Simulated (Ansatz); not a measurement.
`O[SiH2]C#C[SiH2]O` and `O[SiH2]C#[C][GeH2][OH]` differ in one atom or group.

Ansatz, PBE0-D4/def2-TZVP geometries, multiplicity 1. Each molecule was computed in one conformer, which needn't be the lowest.

Scalar relativity is left out up to krypton.

| property | `O[SiH2]C#C[SiH2]O` |
| --- | --- |
| LUMO energy (ωB97M-V/def2-TZVPP) / eV | 0.83 |
| HOMO energy (PBE0/def2-TZVPP) / eV | -8.25 |
| HOMO energy (ωB97M-V/def2-TZVPP) / eV | -10.45 |
| HOMO energy (B3LYP/def2-TZVPP) / eV | -8.02 |
| LUMO energy (PBE/def2-TZVPP) / eV | -1.96 |
| size of the dipole moment (PBE/def2-TZVPP) / D | 0.07 |

What does the change do to each property? (An estimate is asked.)

Ansatz gave: 
```csv
property,`O[SiH2]C#[C][GeH2][OH]`,shift
LUMO energy (ωB97M-V/def2-TZVPP) / eV,0.86,0.03
HOMO energy (PBE0/def2-TZVPP) / eV,-8.23,0.02
HOMO energy (ωB97M-V/def2-TZVPP) / eV,-10.44,0.01
HOMO energy (B3LYP/def2-TZVPP) / eV,-8.00,0.02
LUMO energy (PBE/def2-TZVPP) / eV,-1.92,0.04
size of the dipole moment (PBE/def2-TZVPP) / D,0.54,0.47
```

Dipoles are sizes alone; their direction can turn.

B3LYP here is the variant with VWN-RPA as its local correlation; programs differ in this.
